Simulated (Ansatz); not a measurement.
Reaction (ligand exchange at a Mo–Cl bond): `[CH3][Mo](=[O])(=[S])[Cl]` + H–F → `[CH3][Mo](=[O])([F])=[S]` + HCl

Isolated molecules relaxed with PBE0-D4/def2-TZVP in Ansatz; ΔE leaves out vibrations. CCSD(T)/CBS is the MP2 limit (def2-TZVPP, def2-QZVPP) plus CCSD(T) − MP2 in def2-TZVPP, frozen cores. This one scheme is used for every species. Functionals use def2-TZVPP. def2 core potentials past Kr. For Mo outer-core shells are correlated without core-valence functions, which leaves a few kJ/mol of doubt a bond.

| species | ωB97X-V energy (Eh) |
| --- | --- |
| `[CH3][Mo](=[O])(=[S])[Cl]` | -1041.73605 |
| H–F | -100.45411 |
| `[CH3][Mo](=[O])([F])=[S]` | -681.44213 |
| HCl | -460.74877 |

(1) Work out ΔE.

(2) What do rigid-rotor, harmonic-oscillator terms from PBE0-D4/def2-TZVP frequencies (298.15 K, 1 bar) make of the CCSD(T)/CBS value? (An estimate is asked.)

Largest T1 diagnostic among the species: 0.025, so the coupled-cluster value is less sure than usual.

Results:

(1) ΔE = (-681.44213) + (-460.74877) − (-1041.73605) − (-100.45411) = -0.00074 Eh = -0.02 eV. CCSD(T)/CBS gives +0.20 eV.

(2) The calculation gave: ΔZPE = -0.05 eV, ΔH = +0.15 eV, ΔS = 1 J/(mol·K), ΔG = +0.14 eV.

The D4 term adds +0.08 eV with B3LYP and +0.04 eV with PBE0; it sums over pairs of atoms, weighted by their polarisabilities, and B3LYP, whose exchange is more repulsive, gets the larger term. In def2-TZVPP, CCSD(T) changes the Hartree–Fock value by +0.15 eV (the triples alone add +0.04 eV) and MP2 by +0.40 eV.

B3LYP here is the variant with VWN-RPA as its local correlation; programs differ in this.
